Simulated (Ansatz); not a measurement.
Geometry optimisation, Ansatz, UKS PBE0/def2-TZVP.

input.yaml

```yaml
crystal:
  periodic: [false, false, false]
  atoms:
    - { symbol: Ge, position_ang: [0.000562, 0.0, -0.285169] }
    - { symbol: F, position_ang: [-0.00118, 0.0, 2.60282] }
    - { symbol: H, position_ang: [1.46777, 0.0, -0.770413] }
    - { symbol: H, position_ang: [-0.733095, 1.270671, -0.77021] }
    - { symbol: H, position_ang: [-0.733095, -1.270671, -0.77021] }
    - { symbol: H, position_ang: [0.000637, 0.0, 3.524582] }
magnetization:
  spin_polarized: true
  initial_magnetization: 1
basis:
  gaussian: { orbitals: def2-TZVP }
hamiltonian:
  xc: pbe0
relax:
  f_tol: 0.03
  max_steps: 50
output:
  orbitals: {}
```

Command:

```bash
$ ansatz run input.yaml --threads 4 --pin off --max-ram 5120MiB --backend cpu --events-out ev --progress --plain --runs-dir out
```

Task: Where does it end, and by what steps?

Result: The run converged. The force dipped under the threshold on the way, but the program's further checks kept it going. After 6 steps the energy has fallen by 0.093 eV; F2 moved furthest, 0.70 Å.

```
step  energy less start (eV)  largest force component (eV/Å)  accepted
   0                  0.0000                           0.273       yes
   1                 -0.0627                           0.113       yes
   2                 -0.0857                           0.049       yes
   3                 -0.0907                           0.021       yes
   4                 -0.0927                           0.012       yes
   5                 -0.0933                           0.003       yes
   6                 -0.0934                           0.001       yes
```

```xyz
6
Properties=species:S:1:pos:R:3
Ge 0.001 0.000 -0.639
F -0.010 0.000 3.304
H 1.464 0.000 -1.120
H -0.731 1.267 -1.119
H -0.731 -1.267 -1.119
H 0.007 0.000 4.224
```

Whether the end is a true minimum wasn't checked by a vibrational analysis.

Time of the run: 7.2 s on 4 threads of Arm Neoverse V2, with other jobs on the host, peak memory 0.2 GiB.
